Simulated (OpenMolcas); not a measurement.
# Mo3+: ligand-field states by method

Mo3+ with its 6 nearest fluoride ions at 1.995 Å, on the Mg site of KMgF3 (a = 3.973 Å, distance in the model lattice 1.986 Å). The rest of the host is ab initio model potentials to 7.6 Å, with orthogonalisation functions on the cations behind the ligands, and point charges beyond; the distance is set by hand and nothing relaxes, and no local charge compensation is placed. Ligand basis ANO-RCC-VDZP.

```yaml
Program: OpenMolcas
Basis: ANO-RCC-VTZP [7s6p4d2f1g]
Scalar_Hamiltonian: DKH2, point nucleus
Active_space: 3 electrons in 5 orbitals (4d)
State_averaging: 2S+1 = 4 even, 10 roots; 2S+1 = 2 even, 40 roots
Spin-orbit_coupling: state interaction with AMFI integrals over the reference wave functions
```

I. CASSCF
II. SS-CASPT2, IPEA 0.25 Eh, imaginary shift 0.1 Eh (closed shells correlated: 4s 4p and the ligand valence shells)
III. SS-CASPT2, IPEA 0.25 Eh, real shift 0.3 Eh (closed shells correlated: 4s 4p and the ligand valence shells)

Spin-free states (labels of O, the rotations of Oh) in cm-1, each column counted from its own energy of the first state listed:

```json
{"State": "4A2", "Degeneracy": "1", "I": "0", "II": "0", "III": "0"}
{"State": "2E", "Degeneracy": "2", "I": "14585", "II": "11020", "III": "11070"}
{"State": "2T1", "Degeneracy": "3", "I": "14983", "II": "11050", "III": "11110"}
{"State": "2T2", "Degeneracy": "3", "I": "22726", "II": "17840", "III": "17920"}
{"State": "4T2", "Degeneracy": "3", "I": "28413", "II": "29250", "III": "29240"}
{"State": "4T1", "Degeneracy": "3", "I": "36477", "II": "35400", "III": "35420"}
{"State": "2A1", "Degeneracy": "1", "I": "40045", "II": "37150", "III": "37210"}
{"State": "2T2", "Degeneracy": "3", "I": "42594", "II": "39870", "III": "39920"}
{"State": "2T1", "Degeneracy": "3", "I": "42867", "II": "39900", "III": "39950"}
{"State": "2E", "Degeneracy": "2", "I": "44416", "II": "40700", "III": "40770"}
{"State": "2T1", "Degeneracy": "3", "I": "48374", "II": "44050", "III": "44140"}
{"State": "2T2", "Degeneracy": "3", "I": "52994", "II": "47270", "III": "47350"}
{"State": "2A2", "Degeneracy": "1", "I": "54610", "II": "47900", "III": "48010"}
{"State": "4T1", "Degeneracy": "3", "I": "59893", "II": "60330", "III": "60330"}
{"State": "2E", "Degeneracy": "2", "I": "64808", "II": "57040", "III": "57160"}
{"State": "2T1", "Degeneracy": "3", "I": "70739", "II": "69070", "III": "69100"}
{"State": "2T2", "Degeneracy": "3", "I": "72410", "II": "70630", "III": "70660"}
{"State": "2T1", "Degeneracy": "3", "I": "77795", "II": "73890", "III": "73970"}
{"State": "2T2", "Degeneracy": "3", "I": "92655", "II": "86390", "III": "86480"}
{"State": "2E", "Degeneracy": "2", "I": "104356", "II": "103480", "III": "103480"}
```

From I to II, I's first state of the same spin (4T2) moves from 28413 to 29250 cm-1, by about +830 cm-1.

From I to II, I's first state of another spin (2E) moves from 14585 to 11020 cm-1, by about -3600 cm-1.

I: A least-squares ligand-field fit to the states below 45000 cm-1, each weighted by its degeneracy and with a free common offset, gives 10Dq = 28331 cm-1, B = 746 cm-1 and C = 2887 cm-1 (C/B = 3.87), with an rms deviation of 53 cm-1. The same method and metal basis give the free ion B = 813 cm-1 (fit to its terms below 60000 cm-1, rms deviation 33 cm-1), so the nephelauxetic ratio is β = 746 / 813 = 0.92; it hangs on how both fits weigh the states, and computed free-ion B values tend to be too large, so β mixes covalency with correlation.

II: A least-squares ligand-field fit to the states below 45000 cm-1, each weighted by its degeneracy and with a free common offset, gives 10Dq = 28914 cm-1, B = 559 cm-1 and C = 2125 cm-1 (C/B = 3.80), with an rms deviation of 232 cm-1. The same method and metal basis give the free ion B = 671 cm-1 (fit to its terms below 60000 cm-1, rms deviation 271 cm-1), so the nephelauxetic ratio is β = 559 / 671 = 0.83; it hangs on how both fits weigh the states, and computed free-ion B values tend to be too large, so β mixes covalency with correlation.

III: A least-squares ligand-field fit to the states below 45000 cm-1, each weighted by its degeneracy and with a free common offset, gives 10Dq = 28915 cm-1, B = 562 cm-1 and C = 2137 cm-1 (C/B = 3.80), with an rms deviation of 227 cm-1. 

From I to II, 10Dq changes by +2 %, B by -25 % and C by -26 %.

χT at 300 K: I 1.78, II 1.78, III 1.78 cm3 K/mol.

Roots that are degenerate in the reference are averaged as groups; the widest CASPT2 spread within a group is 500 cm-1 (the 3-fold group of multiplicity 2 near 70600 cm-1 above the lowest state of its run, II). Shifts and gaps below about the spread of the groups concerned are not significant. Over all roots computed the reference weight is 0.73 to 0.74 in II; a low but even weight reflects the number of correlated electrons. The least metal-like active orbital is 83 % on the metal (Löwdin) and no ligand orbital is active, so the numbers are rough. Ligand-to-metal charge-transfer states are missing. With no ligand orbital active B as a rule stays too high, so bands that hang on it stand too high and its fall with covalency is understated. Without dynamic correlation the repulsion within the d shell is too large (B by tens of per cent), so at a given field states of lower spin stand too high (holds for I). With metal d orbitals alone the field can be off either way by tens of per cent (holds for I). With one d shell and no ligand orbital active, 10Dq can be off by a tenth or more (holds for II; III). No measured value stands beside these numbers; the geometry was set by hand and not optimised.
